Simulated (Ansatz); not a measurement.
C3H5ClSi can be A, `[SiH3]C1=C(Cl)C1`, or B, `[SiH3]C1=CC1Cl`.

Computed with Ansatz on PBE0-D4/def2-TZVP structures; ΔE is electronic, products minus reactants. CBS: MP2 limit from def2 TZ/QZ plus the TZ coupled-cluster correction, frozen cores. DFT in def2-TZVPP. B3LYP here is the variant with VWN-RPA as its local correlation; programs differ in this.

(1) Which isomer does CCSD(T)/CBS put lower? Give the gap. (Best estimate.)

(2) Give E(B) − E(A) in kJ/mol with B3LYP, PBE0-D4, ωB97M-V, PBE-D4, HF/def2-TZVPP, MP2/def2-TZVPP, B2PLYP. (Best estimate.)

Largest T1 diagnostic: 0.011.

Answers

(1) The calculation gave: B, by 19.2 kJ/mol.

(2) The calculation gave: B3LYP -15.0, PBE0-D4 -14.6, ωB97M-V -19.6, PBE-D4 -11.3, HF/def2-TZVPP -25.2, MP2/def2-TZVPP -13.6, B2PLYP -15.0. None reverses the order clearly.

From PBE to PBE0 (25 % exact exchange), in def2-TZVPP and without D4, E(B) − E(A) moves by −3.4 kJ/mol. In def2-TZVPP, CCSD(T) changes the Hartree–Fock value by +10.1 kJ/mol (the triples alone add +1.6 kJ/mol) and MP2 by +11.6 kJ/mol.
